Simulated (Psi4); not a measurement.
C2H6AlCl, singlet, geometry from GFN2-xTB (such geometries of metal compounds can be far from the true shape). Base run: PBE0/def2-SVP (Psi4 1.11).

Geometry (Å):
```xyz
10

Al     0.1934    -0.2236     0.2047
C      2.0488    -0.6326    -0.3987
H      2.5557    -1.3704     0.2261
H      2.6749     0.2659    -0.4073
H      2.0597    -1.0141    -1.4253
C     -0.6867    -0.9512     1.8388
H     -1.5379    -1.5918     1.5851
H     -1.0926    -0.1486     2.4639
H     -0.0169    -1.5431     2.4653
Cl    -0.9017     1.0478    -0.9535
```
Charge 0, spin multiplicity 1.
All else is at Psi4's defaults (density fitting).

The base run was repeated with changes; each row names its change, and settings that it needs were set with it.

| change | E (Eh) | dipole (D) | core-seconds (rough) |
|---|---|---|---|
| base | -781.89194 | 1.49 | 6 |
| functional = m06-2x | -782.18316 | 1.51 | 9 |
| functional = pw6b95 | -782.94340 | 1.44 | 7 |
| functional = svwn | -779.89502 | 1.43 | 4 |
| functional = b3lyp5 | -782.11502 | 1.39 | 6 |
| functional = b97m-v | -782.08094 | 1.44 | 100 |
| functional = m06-l | -782.24742 | 1.54 | 10 |
| functional = tpssh | -782.29966 | 1.45 | 10 |
| functional = bhhlyp | -782.20728 | 1.47 | 5 |
| functional = wb97x | -782.23161 | 1.53 | 7 |
| functional = bp86 | -782.31377 | 1.40 | 6 |
| functional = hse06 | -781.93075 | 1.49 | 10 |
| functional = scan | -782.26657 | 1.47 | 9 |

Total energies compare only within one method and basis.
